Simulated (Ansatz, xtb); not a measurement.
Relative energy of two structures of CH7NSi2

Structure I is `C[SiH]=N[SiH3]`, a singlet and structure II is a singlet given by its coordinates. Both are isolated molecules in the gas phase, relaxed with B3LYP-D3(BJ)/def2-SVP.

I (Å):

```xyz
11

C    -1.6704   -2.2302    0.7932
N    -1.1258    0.7217   -0.0164
Si   -0.7452   -0.8170   -0.0072
Si   -2.0405    2.1217    0.3272
H    -1.9505   -2.9785    0.0322
H    -2.5785   -1.8741    1.3006
H    -1.0222   -2.7403    1.5261
H     0.4851   -1.2939   -0.6953
H    -1.2133    3.1114    1.0843
H    -3.2741    1.8682    1.1453
H    -2.4876    2.7752   -0.9417
```

II (Å):

```xyz
11

C    -2.2695   -1.4592    1.4373
N    -0.4217    0.4529    0.5739
Si   -0.5207   -0.7597    1.8288
Si   -1.5307    0.9541   -0.7037
H    -2.3262   -1.8673    0.4111
H    -2.5355   -2.2691    2.1346
H    -3.0471   -0.6770    1.5195
H    -1.8378   -0.1716   -1.6316
H     0.4540    0.9752    0.5834
H    -2.8202    1.4494   -0.1429
H    -0.8768    2.0535   -1.4699
```

Close contacts (Å): C1–Si3 1.92, N2–Si3 1.75, N2–Si4 1.76, C1–H5 1.11, C1–H6 1.10, C1–H7 1.11, N2–H9 1.02, Si4–H8 1.49, Si4–H10 1.49, Si4–H11 1.49.

**Question.** Estimate which is lower in electronic energy at CCSD(T)/def2-SVP + ΔMP2/def2-TZVPP, and by roughly how much.

**Answer.** The CCSD(T)/def2-SVP + ΔMP2/def2-TZVPP calculation puts structure II lower, by 5.5 kcal/mol.

Level by level:

```json
{"level": "B3LYP-D3(BJ)/def2-SVP", "geometry": "B3LYP-D3(BJ)/def2-SVP", "E(II) − E(I) (kcal/mol)": "−7.3", "departure from the last row (kcal/mol)": "−1.8", "job, with rough time for the two": "optimisation, 2.4 min"}
{"level": "HF/def2-SVP", "geometry": "B3LYP-D3(BJ)/def2-SVP", "E(II) − E(I) (kcal/mol)": "−7.6", "departure from the last row (kcal/mol)": "−2.1", "job, with rough time for the two": "part of the CCSD(T) run"}
{"level": "MP2/def2-SVP", "geometry": "B3LYP-D3(BJ)/def2-SVP", "E(II) − E(I) (kcal/mol)": "−4.9", "departure from the last row (kcal/mol)": "+0.6", "job, with rough time for the two": "part of the CCSD(T) run"}
{"level": "CCSD(T)/def2-SVP", "geometry": "B3LYP-D3(BJ)/def2-SVP", "E(II) − E(I) (kcal/mol)": "−8.4", "departure from the last row (kcal/mol)": "−2.9", "job, with rough time for the two": "single point"}
{"level": "CCSD(T)/def2-SVP + ΔMP2/def2-TZVPP", "geometry": "B3LYP-D3(BJ)/def2-SVP", "E(II) − E(I) (kcal/mol)": "−5.5", "departure from the last row (kcal/mol)": "", "job, with rough time for the two": "single point, 28 s"}
```

The levels shown agree on the order. The largest departure from CCSD(T)/def2-SVP + ΔMP2/def2-TZVPP is that of CCSD(T)/def2-SVP, 2.9 kcal/mol. Levels run at GFN2-xTB geometries aren't shown. The last row adds to CCSD(T) the change of the MP2 difference between the two basis sets, here +2.9 kcal/mol.

With harmonic frequencies from B3LYP-D3(BJ)/def2-SVP (ideal gas, rigid rotor, one conformer each, 298.15 K, 1 atm): on the last row, ΔE + ΔZPE = −3.6 kcal/mol. A mode under 50 cm⁻¹ makes harmonic enthalpies and free energies unreliable, so none is given.

The correlated steps freeze 12 core orbitals. Programs: Ansatz 0.2.0; the last row on 2 threads of Intel(R) Xeon(R) Platinum 8375C CPU @ 2.90GHz (Ice Lake) on a shared host.
